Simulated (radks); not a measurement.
Results of a calculation; reference values are marked as such.
Pt0.5+, configuration [Xe] 4f14 5d8.5 6s1 (fractional occupations, a model configuration). Code: a radial shooting solver on a logarithmic mesh with Libxc functionals. Model: Dirac Kohn-Sham, PBE, spin-unpolarised, spherical densities, point nucleus; open shells are shared between the two j in proportion to 2j + 1.

X-ray form factor f0, the Fourier transform of the density (f0(0) = 77.5):

| sin(theta)/lambda (1/angstrom) | f0 (electrons) |
|---|---|
| 0.05 | 76.498 |
| 0.1 | 73.822 |
| 0.15 | 70.185 |
| 0.2 | 66.213 |
| 0.25 | 62.280 |
| 0.3 | 58.552 |
| 0.4 | 51.908 |
| 0.5 | 46.313 |
| 0.6 | 41.580 |
| 0.8 | 33.918 |
| 1 | 27.922 |
| 1.25 | 22.354 |
| 1.5 | 18.651 |
| 2 | 14.599 |
